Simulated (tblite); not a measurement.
Species: C7H13P.
Bonds: C1–P2, P2–C3, P2–C4, C4–C5 (double), C5–C6, C6–C7, C7–C8, C4–C8. Hydrogens: H9, H10, H11 on C1; H12, H13, H14 on C3; H15 on C5; H16, H17 on C6; H18, H19 on C7; H20, H21 on C8.

Computed geometry: GFN2-xTB, gas phase.

(1) Give the optimised bond lengths and angles.

## Answers

(1) 
```tsv
bond	length (pm)
C1–P2, P2–C3	185.5
P2–C4	181.8
C4=C5	132.9
C5–C6	150.0
C6–C7	153.7
C7–C8	153.6
C4–C8	150.9
C1–H9 and 5 like bonds	108.9
C5–H15	107.6
C6–H16, C6–H17	109.3
C7–H18, C7–H19	109.0
C8–H20, C8–H21	109.2
```

Bonds in one row agree within 1 pm and their mean is given. A selection of angles:
```tsv
angle	degrees
C1–P2–C3	97.9
C1–P2–C4	99.7
C3–P2–C4	97.9
P2–C4–C5	128.6
P2–C4–C8	120.1
C5–C4–C8	111.0
C4–C5–C6	112.3
C5–C6–C7	103.3
C6–C7–C8	105.1
C4–C8–C7	103.8
```

Torsions: C1–P2–C4–C5 26° (synperiplanar); P2–C4–C5–C6 176° (antiperiplanar); C4–C5–C6–C7 -14° (synperiplanar); C5–C6–C7–C8 20° (synperiplanar); C6–C7–C8–C4 -20° (synperiplanar); P2–C4–C8–C7 -163° (antiperiplanar). The mirror-image conformer, all signs reversed, is as good.

The C–C distances run from 1.329 Å (C4=C5, drawn double) to 1.537 Å (C6–C7, drawn single), a spread of 0.208 Å. The 3 C–P bonds span 1.818 Å (P2–C4, drawn single) to 1.858 Å (P2–C3, drawn single), a spread of 0.040 Å. The 5-membered ring C4–C5–C6–C7–C8 has internal angles of 103.3° to 112.3°; it is puckered, 0.09 Å rms from its mean plane, widest ring torsion 20°. P2 (phosphine phosphorus) is pyramidal (angles 99.7°, 97.9° and 97.9°, sum 295.5°, 0.89 Å off the plane of its three neighbours). Of the pairs four or more bonds apart, C1···H15 is among the closest relative to their van der Waals radii: 2.81 Å, 97 % of the sum of Bondi's values.

Point group: C1 (no symmetry element, even within 0.4 Å). Its GFN2-xTB frequencies are all real (lowest 44 cm⁻¹). One conformer, not necessarily the lowest.
